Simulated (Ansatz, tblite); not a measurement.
Cost and result up the ladder for the cluster Cd₂TeF₂ (the lowest singlet isomer of a short search) (5 atoms). The state is a singlet with charge 0. Geometry: r2SCAN-D4/def2-SVP.

```xyz
5

Cd    1.7043    0.5246    0.0905
Cd   -1.6820   -0.5309    0.2763
Te    0.1265   -0.0373    2.0917
F    -3.0328   -0.8954   -1.0667
F     2.8840    0.9391   -1.3919
```

Ansatz on 4 threads of Arm Neoverse V2 on a shared host; xTB runs through tblite on one thread. Times are rough, summed over both states, and most runs start from the orbitals of an earlier one. PBE0-D4/def2-TZVP serves as the yardstick here, not as an exact answer. The other state is a triplet.

In the def2 sets Cd, Te take a core potential; there is no spin–orbit coupling. The xTB rows come from tblite. The structure comes from a short search, and lower isomers may exist.

xTB has no spin-polarisation term.

```json
{"level": "GFN1-xTB", "functions": "25", "vertical triplet (eV)": "3.44", "difference from PBE0-D4/def2-TZVP (eV)": "0.14"}
{"level": "GFN2-xTB", "functions": "25", "vertical triplet (eV)": "4.16", "difference from PBE0-D4/def2-TZVP (eV)": "0.86"}
{"level": "PBE-D4/def2-TZVP", "functions": "192", "vertical triplet (eV)": "3.09", "difference from PBE0-D4/def2-TZVP (eV)": "-0.20"}
{"level": "PBE0-D4/def2-TZVP", "functions": "192", "vertical triplet (eV)": "3.30", "difference from PBE0-D4/def2-TZVP (eV)": "0.00"}
{"level": "r2SCAN-D4/def2-TZVP (with forces)", "functions": "192", "vertical triplet (eV)": "3.22", "difference from PBE0-D4/def2-TZVP (eV)": "-0.08"}
```

Task: Estimate how long each takes.

Result: GFN1-xTB 0.005 s; GFN2-xTB 0.009 s; PBE-D4/def2-TZVP 5.6 s; PBE0-D4/def2-TZVP 12 s; r2SCAN-D4/def2-TZVP (with forces) 14 s. On shared hardware such times vary by a factor of up to 3.
